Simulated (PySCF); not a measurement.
**Computed structure and properties of [Lu(SH)4]−**

System: [Lu(SH)4]− (singlet in the valence; each metal's 4f electrons, 14 of them, lie in its core potential, out of spins and levels); start: displaced along the imaginary mode (S4). Method: PySCF 2.14.0, RKS r2SCAN, Lu lcecp-1-SVP with ECP60, S def2-SVP, H def2-SVP; non-relativistic Hamiltonian with scalar-relativistic core potentials where named; density fitting; no spin-orbit coupling.

Input of the relaxation:

```python
mol = gto.M(atom='''
Lu    -0.00000    -0.00000    -0.00008
S      1.50026     1.64086     1.34587
H      2.32878     0.59997     1.70258
S     -1.50026    -1.64086     1.34587
H     -2.32878    -0.59997     1.70258
S      1.64072    -1.50056    -1.34582
H      0.60132    -2.33152    -1.69704
S     -1.64072     1.50056    -1.34582
H     -0.60132     2.33152    -1.69704''',
    basis={'Lu': 'lcecp-1-SVP', 'S': 'def2-SVP', 'H': 'def2-SVP'},
    ecp={'Lu': 'lcecp-1-SVP'},
    charge=-1, spin=0)
mf = dft.RKS(mol, xc='R2SCAN')
mf.grids.atom_grid = (50, 194)  # f atoms: unpruned, at least (60, 302)
mf = mf.density_fit()  # fitting sets: Lu AutoAux, S def2-universal-JKFIT, H def2-universal-JKFIT
mf.conv_tol = 1e-08; mf.max_cycle = 55
mf.kernel(dm0)  # dm0: converged density of the start geometry
# quasi-Newton relaxation in Cartesian coordinates to a largest gradient under 0.00045 Eh/bohr, steps kept in the point group
```

Run from Python with OMP_NUM_THREADS=2; the lines above give its settings. Where DIIS fails, smearing, a level shift and second-order steps follow.
It took 2.5 min on 2 threads of Arm Neoverse V1 (shared host), from the converged density of the start.

Course of the relaxation:

```csv
step,energy above end (eV),largest force component within the symmetry (eV/Å)
0,0.0574,0.396
1,0.0350,0.066
2,0.0339,0.015
3,0.0332,0.033
4,0.0283,0.082
5,0.0187,0.106
6,0.0179,0.196
7,0.0144,0.155
11,0.0018,0.050
12,0.0007,0.038
13,0.0002,0.035
14,0.0004,0.062
15,0.0000,0.015
16,0.0000,0.008
```
(The steps between are left out.)

Relaxed geometry (S4):

```xyz
9

Lu    0.0000    0.0000    0.0026
S     1.4189    1.5570    1.5216
H     1.8146    0.4646    2.2212
S    -1.4189   -1.5570    1.5216
H    -1.8146   -0.4646    2.2212
S     1.5578   -1.4157   -1.5181
H     0.4657   -1.8051   -2.2203
S    -1.5578    1.4157   -1.5181
H    -0.4657    1.8051   -2.2203
```

```json
{"contact": "Lu1–S2 (SH)", "Å": "2.597"}
{"contact": "Lu1–S4 (SH)", "Å": "2.597"}
{"contact": "Lu1–S6 (SH)", "Å": "2.597"}
{"contact": "Lu1–S8 (SH)", "Å": "2.597"}
```

On the finer grid (75, 302):

```yaml
HOMO: -2.18 eV
LUMO: 2.99 eV
Dipole_about_the_centre_of_mass: 0.00 D
Set_of_Mulliken_populations_of_Lu1_outside_the_core_potential: s 2.46, p 6.53, d 1.46, f 0.03
D3_BJ_dispersion_energy_not_in_the_energies: -0.098 eV
```

| atom | Mulliken (e) | Löwdin (e) | spin (e) |
| --- | --- | --- | --- |
| Lu1 | 0.51 | -0.68 | 0.00 |
| S2 | -0.46 | -0.08 | 0.00 |
| H3 | 0.08 | 0.01 | 0.00 |
| S4 | -0.46 | -0.08 | 0.00 |
| H5 | 0.08 | 0.01 | 0.00 |
| S6 | -0.46 | -0.08 | 0.00 |
| H7 | 0.08 | 0.00 | 0.00 |
| S8 | -0.46 | -0.08 | 0.00 |
| H9 | 0.08 | 0.00 | 0.00 |

The 4f levels lie in the core potential and are missing.

No frequency check is given here. The steps kept the symmetry S4 of the start, so a lower state may lie off it.

Taking off one SH (charge -1, singlet; the rest: singlet) in vacuum, both parts rigid, costs 4.76 eV; the small basis without counterpoise inflates it.

Rigid scan of SH along the line from its metal, all other atoms held (where the atom bridges, its other bond changes as well):

| distance to S2 (Å) | energy (eV) |
| --- | --- |
| 2.30 | 0.532 |
| 2.40 | 0.207 |
| 2.50 | 0.046 |
| 2.60 | 0.000 |
| 2.70 | 0.034 |
| 2.80 | 0.123 |
| 3.00 | 0.397 |
| 3.30 | 0.900 |
| 3.70 | 1.553 |
| 4.20 | 2.222 |

One start shape was tried, so this needn't be the lowest isomer.

An lcecp potential fixes the number of 4f electrons, so in runs with it no electron can move into or out of that shell.
